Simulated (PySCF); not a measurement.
Stepwise substitution at one centre (Ga F-Br). All species are isolated molecules in the gas phase. Strings in code marks are SMILES.

The dipole moment from two functionals at the same geometries (PBE0-D4/def2-TZVP), both in PySCF: PBE-D3(BJ)/def2-TZVP and B3LYP-D3(BJ)/def2-TZVP. B3LYP has the VWN-RPA correlation part, as in Gaussian. 

| species | PBE-D3(BJ)/def2-TZVP (D) |
|---|---|
| 0 of 3 F replaced by Br | 0.00 |
| 1 of 3 F replaced by Br (`[F][Ga]([F])[Br]`) | 1.32 |
| 2 of 3 F replaced by Br (`[F][Ga]([Br])[Br]`) | 1.07 |
| 3 of 3 F replaced by Br (`[Br][Ga]([Br])[Br]`) | 0.00 |

### Question
What does B3LYP-D3(BJ)/def2-TZVP give for each?

### Answer

- 0 of 3 F replaced by Br: 0.00
- 1 of 3 F replaced by Br (`[F][Ga]([F])[Br]`): 1.42
- 2 of 3 F replaced by Br (`[F][Ga]([Br])[Br]`): 1.14
- 3 of 3 F replaced by Br (`[Br][Ga]([Br])[Br]`): 0.00
Over these rows, drawn at random from the members with no instability flagged (it was tested for open shells, ions and some series alone), PBE minus B3LYP-D3(BJ): mean -0.04 D, from -0.10 D to 0.00 D.
